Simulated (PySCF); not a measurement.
Cl²⁺ (chlorine, charge +2) across methods

[Ne] 3s2 3p3, high-spin 4S determinant. Calculation: PySCF 2.14, in aug-cc-pV(T+d)Z with one added diffuse shell each of s, p, d, f type (7s6p5d3f, 71 functions); no relativity, point nucleus.

| method | E (hartree) | mean ε 3s α (eV) | mean ε 3s β (eV) | mean ε 3p α (eV) | Σ⟨r²⟩ (bohr²) | ⟨S²⟩ |
| --- | --- | --- | --- | --- | --- | --- |
| r2SCAN0 | -458.7733 | -50.188 | -43.596 | -35.409 | 15.36 | 3.750 |
| UHF | -458.22318 | -57.509 | -46.580 | -39.694 | 15.47 | 3.751 |
| LDA | -457.2925 | -46.022 | -42.379 | -33.037 | 15.40 | 3.750 |
| PBE | -458.6130 | -46.222 | -42.127 | -33.104 | 15.38 | 3.750 |
| r2SCAN | -458.7713 | -47.599 | -42.119 | -33.767 | 15.36 | 3.750 |
| wB97X-V | -458.7283 | -51.863 | -46.592 | -37.349 | 15.40 | 3.751 |
| TPSS | -458.8226 | -46.818 | -42.104 | -33.352 | 15.35 | 3.751 |
| MN15 | -458.6917 | -48.942 | -44.071 | -35.646 | 15.28 | 3.750 |
| PBE0 | -458.6533 | -49.267 | -43.669 | -34.961 | 15.36 | 3.750 |
